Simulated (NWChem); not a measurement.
System: SnHOBrF2; SMILES [F][Sn]([Br])([F])[OH]

The following NWChem deck was run.

```
start job
memory heap 200 mb stack 900 mb global 1100 mb
geometry units angstroms noautoz
  O      1.816454     1.327349     0.000000
  Sn     0.002434     0.608479     0.000000
  F     -0.965245     1.297468     1.508103
  F     -0.965245     1.297468    -1.508103
  Br     0.015484    -1.825521     0.000000
  H      1.813200     2.294541     0.000000
end
basis spherical
  * library def2-svp
end
ecp
  Sn library def2-ecp
end
dft
  xc xwpbe 0.80 cpbe96 1.0 hfexch 1.00
  cam 0.2 cam_alpha 0.2 cam_beta 0.8
  iterations 150
  mulliken
end
task dft energy
```

The geometry was optimised at PBE0/def2-SVP. Not confirmed as a minimum by frequencies. def2 effective core potentials on Sn; no spin-orbit coupling.

Problem. What results follow from this input? (LRC-wPBEh/def2-SVP with def2 effective core potentials on Sn.) Quantities: energy (Ha); highest occupied level (eV); orbital gap (eV); dipole (D).

Solution. 
```json
{
 "energy (Ha)": "-3063.01",
 "highest occupied level (eV)": "-11.33",
 "orbital gap (eV)": "10.01",
 "dipole (D)": "1.27"
}
```
